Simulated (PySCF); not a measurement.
## Excitation energy of O by level of theory

O [He] 2s2 2p4 (3P) → O [He] 2s1 2p5 (3P), as a difference of total energies. Calculation: PySCF 2.14, in aug-cc-pVDZ-DK (4s3p2d, 23 functions); the spin-free X2C one-electron Hamiltonian (Gaussian nucleus). Correlated levels: valence: 1s2 frozen. The calculations carry no spin-orbit coupling.

| method | excitation energy (cm⁻¹) |
| --- | --- |
| UHF | 137140 |
| LDA | 116390 |
| PBE | 118080 |
| PBE0 | 123300 |
| r2SCAN | 123270 |
| M06 | 120690 |
| BLYP | 117490 |
| HSE06 | 123090 |
| wB97X | 123540 |
| ROHF | 137850 |
| MP2 (valence) | 130040 |
| SCS-MP2 (valence) | 129330 |

The upper state lies above the first ionisation limit, where it may autoionise and the basis confines it.
